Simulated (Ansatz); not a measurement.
`FC1([SiH3])COC1` + `OCO[SiH2]O` → `O[SiH2]OC[SiH3]` + `OC1(F)COC1`  (formal exchange of groups at the Si–C bond)

Calculated with Ansatz (gas phase, PBE0-D4/def2-TZVP geometries, no zero-point term in ΔE). CBS: MP2 limit from def2 TZ/QZ plus the TZ coupled-cluster correction, frozen cores. Functionals use def2-TZVPP. B3LYP here is the variant with VWN-RPA as its local correlation; programs differ in this. Each species was taken in one conformer, which may not be the lowest.

```
             level  ΔE (kJ/mol)  difference from CCSD(T)/CBS
            PBE-D4          9.9                         -0.2
         r2SCAN-D4          7.5                         -2.6
           PBE0-D4          7.4                         -2.7
          B3LYP-D4          9.6                         -0.5
           ωB97X-V          9.6                         -0.5
           ωB97M-V          9.3                         -0.8
            B2PLYP          8.8                         -1.3
               PBE          8.2                         -1.9
            r2SCAN          7.2                         -2.9
              PBE0          6.0                         -4.1
             B3LYP          6.9                         -3.2
     HF/def2-TZVPP          2.2                         -7.9
    MP2/def2-TZVPP         11.5                          1.4
SCS-MP2/def2-TZVPP         11.0                          0.9
   CCSD/def2-TZVPP          8.5                         -1.6
CCSD(T)/def2-TZVPP          9.8                         -0.3
     HF/def2-QZVPP          1.6                         -8.5
    MP2/def2-QZVPP         11.4                          1.3
SCS-MP2/def2-QZVPP         10.9                          0.8
      HF/CBS(def2)          1.5                         -8.6
     MP2/CBS(def2)         11.8                          1.7
    CCSD/CBS(def2)          8.8                         -1.3
       CCSD(T)/CBS         10.1                            0
```

Largest T1 diagnostic among the species: 0.012.

In def2-TZVPP, CCSD(T) changes the Hartree–Fock value by +7.6 kJ/mol (the triples alone add +1.3 kJ/mol) and MP2 by +9.2 kJ/mol.
